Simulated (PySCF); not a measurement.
CrO2F, SMILES [O]=[Cr+](=[O])[F], charge +1, multiplicity 1. Geometry optimised at PBE-D3(BJ)/def2-SVP. The multiplicity is an assumed one; other spin states were not compared. The isomer is the one that the SMILES or the coordinates give; other isomers of the formula were not compared.

Computed with PBE-D3(BJ)/def2-SVP run with PySCF 2.14.0.

Harmonic wavenumbers (cm⁻¹): 268, 297, 449, 816, 1113, 1115. Rotational constants (GHz): 8.969, 7.008, 4.451; symmetry number 1.

### Question
Work out the zero-point energy and the ideal-gas rigid-rotor harmonic-oscillator thermochemistry at 298.15 K and 1 atm.

### Answer
ZPE = ½ Σ hcν = ½ × 4058 cm⁻¹ = 24.27 kJ/mol. H − E(el) = 37.53 kJ/mol. Entropy in J/(mol K): translation 166.55, rotation 102.74, vibration 17.37, total 286.66. G − E(el) = -47.94 kJ/mol. Cp = 58.09 J/(mol K).
